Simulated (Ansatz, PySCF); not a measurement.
Species: sum formula HBO, net charge 0, singlet state. 
Geometry from a B3LYP-D3(BJ)/def2-TZVP (Ansatz, a program for electronic structure) optimisation:
```
O
H 1 0.9660
B 1 1.2954 2 125.16
```
Charge 0, spin multiplicity 1.

Dipole moments at this geometry, in debye (magnitudes).

```
level                 program  dipole (D)
--------------------  -------  ----------
revPBE/def2-TZVPD      Ansatz        3.09
TPSS/def2-TZVPD         PySCF        3.12
TPSSh/def2-TZVPD        PySCF        3.12
r2SCANh/def2-TZVPD     Ansatz        3.15
PW6B95/def2-TZVPD       PySCF        3.02
M06-2X/def2-TZVPD       PySCF        2.99
CAM-B3LYP/def2-TZVPD   Ansatz        3.09
LC-wPBE/def2-TZVPD     Ansatz        3.19
wB97M-V/def2-TZVPD     Ansatz        3.05
CCSD(T)/aug-cc-pVDZ    Ansatz        3.00
```
